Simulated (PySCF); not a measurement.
CH3FO2Si, SMILES O=CO[SiH2]F.

Geometry optimised at PBE0-D3(BJ)/def2-SVP. This is a generated structure with no PubChem entry under its InChIKey; it may be hypothetical. The values are those of a single conformer.

Two levels are set side by side: TDA-PBE/def2-SVPD (PySCF) and TDA-LC-ωPBE/def2-SVPD (PySCF). Vertical, same geometry. The lowest singlet is HOMO→LUMO 100 % with PBE and HOMO→LUMO 96 % with the other functional; states are paired by order. Differences are taken from unrounded values.

```csv
quantity,TDA-LC-ωPBE
lowest singlet excitation (eV),5.85
lowest triplet excitation (TDA) (eV),5.24
first bright state (f over 0.05) (eV),8.48
its oscillator strength,0.05
```

### Question
What does TDA-PBE give, and how far is it from TDA-LC-ωPBE? (Estimate from the structure and the level; the computed values follow.)

### Answer

| quantity | TDA-PBE | TDA-PBE minus TDA-LC-ωPBE |
|---|---|---|
| lowest singlet excitation (eV) | 5.61 | -0.25 |
| lowest triplet excitation (TDA) (eV) | 5.04 | -0.21 |
| first bright state (f over 0.05) (eV) | 6.94 | -1.54 |
| its oscillator strength | 0.07 | 0.01 |

A lower first singlet is the usual sign of a functional without exact exchange. Differences between two approximate levels are no errors against the true value.

Rough cost on one machine, each run with all the roots and properties that it gave: TDA-LC-ωPBE against TDA-PBE about 3 times.
